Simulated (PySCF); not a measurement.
Trends in electronic spectra. Method: PySCF, TDDFT CAM-B3LYP/def2-SVPD, vertical, gas phase, core orbitals frozen in the response. Geometries: GFN2-xTB; one conformer of each isolated species. Triplets are in the Tamm–Dancoff approximation. 'Strongest' means the level of largest summed f among the lowest 8 singlets; it needn't be the same kind of state in each.

Task: Rank by computed lowest triplet energy, lowest first.
A. `C=C(C)CCF`
B. `COCCCO`
C. `N#C[C@@]12C[C@@H]1[C@@H]2C(F)(F)F`
D. `C1(F)(CC1)CC`
E. `FC1CCCC1`
F. `C=C[C@H](C)CF`
G. `Nc1ccsc1`

Result: G (3.54 eV), A (4.39 eV), F (4.53 eV), C (5.44 eV), B (6.64 eV), D (7.59 eV), E (8.53 eV).

```json
{"SMILES": "Nc1ccsc1", "T1 (eV)": "3.54", "α (au)": "71.6", "gap (eV)": "7.96", "strongest (eV)": "5.06", "first f ≥ 0.01 (nm)": "245", "LUMO (eV)": "0.89", "S1 mainly": "H→L (96%)"}
{"SMILES": "C=C(C)CCF", "T1 (eV)": "4.39", "α (au)": "62.4", "gap (eV)": "9.75", "strongest (eV)": "7.21", "first f ≥ 0.01 (nm)": "179", "LUMO (eV)": "1.18", "S1 mainly": "H→L (88%)"}
{"SMILES": "C=C[C@H](C)CF", "T1 (eV)": "4.53", "α (au)": "62.6", "gap (eV)": "10.30", "strongest (eV)": "7.55", "first f ≥ 0.01 (nm)": "166", "LUMO (eV)": "1.32", "S1 mainly": "H→L (51%)"}
{"SMILES": "N#C[C@@]12C[C@@H]1[C@@H]2C(F)(F)F", "T1 (eV)": "5.44", "α (au)": "71.1", "gap (eV)": "10.32", "strongest (eV)": "8.52", "first f ≥ 0.01 (nm)": "177", "LUMO (eV)": "0.59", "S1 mainly": "H→L+2 (58%)"}
{"SMILES": "COCCCO", "T1 (eV)": "6.64", "α (au)": "61.0", "gap (eV)": "10.27", "strongest (eV)": "7.19", "first f ≥ 0.01 (nm)": "172", "LUMO (eV)": "1.34", "S1 mainly": "H-1→L+1 (41%)"}
{"SMILES": "CCC1(F)CC1", "T1 (eV)": "7.59", "α (au)": "58.9", "gap (eV)": "10.70", "strongest (eV)": "9.04", "first f ≥ 0.01 (nm)": "160", "LUMO (eV)": "1.37", "S1 mainly": "H→L (88%)"}
{"SMILES": "FC1CCCC1", "T1 (eV)": "8.53", "α (au)": "57.4", "gap (eV)": "11.75", "strongest (eV)": "9.50", "first f ≥ 0.01 (nm)": "140", "LUMO (eV)": "1.34", "S1 mainly": "H→L (87%)"}
```

H and L stand for HOMO and LUMO.

- `Nc1ccsc1`: Löwdin shares by element: HOMO carbon 38% or more, nitrogen 24%, sulfur 18% (atoms not listed hold the other 20%); LUMO carbon 57% or more, sulfur 21% (atoms not listed hold the other 23%).
- `C=C(C)CCF`: Löwdin shares by element: HOMO carbon 81% or more (atoms not listed hold the other 19%); LUMO carbon 53% or more (atoms not listed hold the other 47%).
- `C=C[C@H](C)CF`: Löwdin shares by element: HOMO carbon 83% or more (atoms not listed hold the other 17%); LUMO carbon 63% or more, hydrogen 6% or more (atoms not listed hold the other 31%).
- `N#C[C@@]12C[C@@H]1[C@@H]2C(F)(F)F`: Löwdin shares by element: HOMO carbon 54% or more, nitrogen 19% (atoms not listed hold the other 27%); LUMO carbon 53% or more, nitrogen 21% (atoms not listed hold the other 26%).
- `COCCCO`: Löwdin shares by element: HOMO oxygen 58%, carbon 14% or more (atoms not listed hold the other 28%); LUMO carbon 36% or more, hydrogen 14% or more (atoms not listed hold the other 50%).
- `CCC1(F)CC1`: Löwdin shares by element: HOMO carbon 62% or more, fluorine 17% (atoms not listed hold the other 21%); LUMO carbon 38% or more, hydrogen 11% or more (atoms not listed hold the other 52%).
- `FC1CCCC1`: Löwdin shares by element: HOMO carbon 41% or more, fluorine 28% (atoms not listed hold the other 31%); LUMO carbon 32% or more, hydrogen 9% or more (atoms not listed hold the other 59%).
